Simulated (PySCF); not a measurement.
Te(F)(OMe) (CH3FOTe), SMILES F[Te]OC. Coordinates come from a B3LYP-D3(BJ)/def2-SVP optimisation. The def2 effective core potentials stand for the cores of Te; spin–orbit coupling is left out. Other conformers were not sampled.

Level of theory: B3LYP-D3(BJ)/def2-SVP (PySCF 2.14.0).

Harmonic wavenumbers (cm⁻¹): 93, 114, 228, 287, 566, 605, 1060, 1163, 1176, 1449, 1457, 1477, 3000, 3083, 3110. Rotational constants (GHz): 6.935, 2.917, 2.211; symmetry number 1.

**Question.** Work out the zero-point energy and the ideal-gas rigid-rotor harmonic-oscillator thermochemistry at 298.15 K and 1 atm.

**Answer.** ZPE = ½ Σ hcν = ½ × 18867 cm⁻¹ = 26.97 kcal/mol. H − E(el) = 31.12 kcal/mol. Entropy in cal/(mol K): translation 41.43, rotation 26.38, vibration 11.35, total 79.16. G − E(el) = 7.52 kcal/mol. Cp = 18.49 cal/(mol K). Modes under 150 cm⁻¹ make the vibrational entropy uncertain.
